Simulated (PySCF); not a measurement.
CdCl2, SMILES [Cl][Cd][Cl]. Geometry: B3LYP-D3(BJ)/def2-TZVP. The isomer is the one that the SMILES or the coordinates give; other isomers of the formula were not compared. The def2 effective core potentials stand for the cores of Cd; spin–orbit coupling is left out.

The numbers are results of B3LYP-D3(BJ)/def2-TZVP in PySCF, not measurements.

Harmonic wavenumbers (cm⁻¹): 85, 85, 318, 410. Rotational constants (GHz): 1.365 (linear); symmetry number 2.

Work out the zero-point energy and the ideal-gas rigid-rotor harmonic-oscillator thermochemistry at 298.15 K and 1 atm.

ZPE = ½ Σ hcν = ½ × 899 cm⁻¹ = 5.38 kJ/mol. H − E(el) = 19.89 kJ/mol. Entropy in J/(mol K): translation 173.74, rotation 72.58, vibration 40.91, total 287.24. G − E(el) = -65.75 kJ/mol. Cp = 58.41 J/(mol K). Modes under 150 cm⁻¹ make the vibrational entropy uncertain.
